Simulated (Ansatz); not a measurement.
trans-[IrF2(NH3)4]+ (IrN4F2H12⁺), 19 atoms. Hardware: 4 threads of Arm Neoverse V2 on a shared host.

In the def2 sets Ir takes a core potential; there is no spin–orbit coupling. Correlated methods freeze 6 core orbitals; core or outer-core shells of Ir are correlated, in sets that lack core-valence functions.

(1) How many basis functions does each of these Ansatz runs have, and roughly what does it cost? r2SCAN0-D4/def2-TZVP, charge 1 singlet, energy, from earlier orbitals; r2SCANh-D4/def2-TZVP, charge 1 singlet, energy, from earlier orbitals; RPA@PBE/def2-TZVP, charge 1 singlet, energy, from earlier orbitals; HSE06-D4/def2-TZVP, charge 1 singlet, energy, from earlier orbitals; MP2/def2-TZVP, charge 1 singlet, energy, from earlier orbitals; r2SCAN-D4/def2-SVP, charge 1 singlet, relaxation, 16 steps; PBE-D4/def2-TZVP, charge 1 singlet, energy and forces, from earlier orbitals; PBE0-D4/def2-TZVP, charge 1 singlet, energy, from earlier orbitals; r2SCAN-D4/def2-TZVP, charge 1 singlet, energy, from earlier orbitals; PBE-D4/def2-SVP, charge 1 singlet, energy, from earlier orbitals; PBE0-D4/def2-SVP, charge 1 singlet, energy, from earlier orbitals.

Answers

(1) Other jobs shared the machine, so times can vary by a factor of up to 3. A dash marks memory too small to be measured apart from the calling script's.

```json
{"run": "PBE-D4/def2-SVP, charge 1 singlet, energy, from earlier orbitals", "functions": "176", "fitting or Cholesky vectors": "1974", "wall time": "2.7 s", "peak host memory (GiB)": "–"}
{"run": "PBE0-D4/def2-SVP, charge 1 singlet, energy, from earlier orbitals", "functions": "176", "fitting or Cholesky vectors": "2037", "wall time": "3.8 s", "peak host memory (GiB)": "0.61"}
{"run": "PBE-D4/def2-TZVP, charge 1 singlet, energy and forces, from earlier orbitals", "functions": "298", "fitting or Cholesky vectors": "1812", "wall time": "4.8 s", "peak host memory (GiB)": "–"}
{"run": "HSE06-D4/def2-TZVP, charge 1 singlet, energy, from earlier orbitals", "functions": "298", "fitting or Cholesky vectors": "1871", "wall time": "7 s", "peak host memory (GiB)": "1.1"}
{"run": "r2SCAN-D4/def2-TZVP, charge 1 singlet, energy, from earlier orbitals", "functions": "298", "fitting or Cholesky vectors": "1812", "wall time": "7.5 s", "peak host memory (GiB)": "–"}
{"run": "MP2/def2-TZVP, charge 1 singlet, energy, from earlier orbitals", "functions": "298", "fitting or Cholesky vectors": "2174", "wall time": "8 s", "peak host memory (GiB)": "1"}
{"run": "PBE0-D4/def2-TZVP, charge 1 singlet, energy, from earlier orbitals", "functions": "298", "fitting or Cholesky vectors": "1871", "wall time": "8 s", "peak host memory (GiB)": "1.1"}
{"run": "r2SCANh-D4/def2-TZVP, charge 1 singlet, energy, from earlier orbitals", "functions": "298", "fitting or Cholesky vectors": "1812", "wall time": "11 s", "peak host memory (GiB)": "1.1"}
{"run": "r2SCAN0-D4/def2-TZVP, charge 1 singlet, energy, from earlier orbitals", "functions": "298", "fitting or Cholesky vectors": "1871", "wall time": "11 s", "peak host memory (GiB)": "1.1"}
{"run": "RPA@PBE/def2-TZVP, charge 1 singlet, energy, from earlier orbitals", "functions": "298", "fitting or Cholesky vectors": "2174", "wall time": "16 s", "peak host memory (GiB)": "1.1"}
{"run": "r2SCAN-D4/def2-SVP, charge 1 singlet, relaxation, 16 steps", "functions": "176", "fitting or Cholesky vectors": "1974", "wall time": "58 s", "peak host memory (GiB)": "–"}
```
